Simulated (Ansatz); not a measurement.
Computed with Ansatz on PBE0-D4/def2-TZVP structures; ΔE is electronic, products minus reactants. CCSD(T)/CBS is the MP2 limit (def2-TZVPP, def2-QZVPP) plus CCSD(T) − MP2 in def2-TZVPP, frozen cores. This one scheme is used for every species, atoms too. Functionals use def2-TZVPP. No spin–orbit coupling; open shells (•) take unrestricted orbitals. Spin–orbit coupling would lower the free atoms: a little for C, Si. Each species was taken in one conformer, which may not be the lowest.

`CC(N)N[SiH3]` → 2 C• + 10 H• + 2 N• + Si•  (atomization)

```json
{"level": "PBE0-D4", "ΔE (kcal/mol)": "1271.4", "difference from CCSD(T)/CBS": "-1.0"}
{"level": "ωB97M-V", "ΔE (kcal/mol)": "1277.3", "difference from CCSD(T)/CBS": "4.9"}
{"level": "PBE", "ΔE (kcal/mol)": "1282.9", "difference from CCSD(T)/CBS": "10.5"}
{"level": "r2SCAN", "ΔE (kcal/mol)": "1265.3", "difference from CCSD(T)/CBS": "-7.1"}
{"level": "HF/def2-TZVPP", "ΔE (kcal/mol)": "911.7", "difference from CCSD(T)/CBS": "-360.7"}
{"level": "SCS-MP2/def2-TZVPP", "ΔE (kcal/mol)": "1251.9", "difference from CCSD(T)/CBS": "-20.5"}
{"level": "HF/def2-QZVPP", "ΔE (kcal/mol)": "913.9", "difference from CCSD(T)/CBS": "-358.5"}
{"level": "MP2/def2-QZVPP", "ΔE (kcal/mol)": "1265.4", "difference from CCSD(T)/CBS": "-7.0"}
{"level": "HF/CBS(def2)", "ΔE (kcal/mol)": "914.2", "difference from CCSD(T)/CBS": "-358.2"}
{"level": "MP2/CBS(def2)", "ΔE (kcal/mol)": "1279.5", "difference from CCSD(T)/CBS": "7.1"}
{"level": "CCSD(T)/CBS", "ΔE (kcal/mol)": "1272.4", "difference from CCSD(T)/CBS": "0"}
```

Largest T1 diagnostic among the species: 0.012.

The D4 term adds +11.2 kcal/mol with B3LYP and +6.0 kcal/mol with PBE0; it sums over pairs of atoms, weighted by their polarisabilities, and B3LYP, whose exchange is more repulsive, gets the larger term. In def2-TZVPP, CCSD(T) changes the Hartree–Fock value by +325.9 kcal/mol (the triples alone add +16.1 kcal/mol) and MP2 by +333.0 kcal/mol; breaking electron pairs costs correlation energy, which Hartree–Fock lacks.

B3LYP here is the variant with VWN-RPA as its local correlation; programs differ in this.

For atomizations the MP2-based limit and the directly extrapolated one differ by several kJ/mol either way, and by 10 to 25 for some Ge, Se and Sn compounds, so smaller differences from it don't rank the levels.
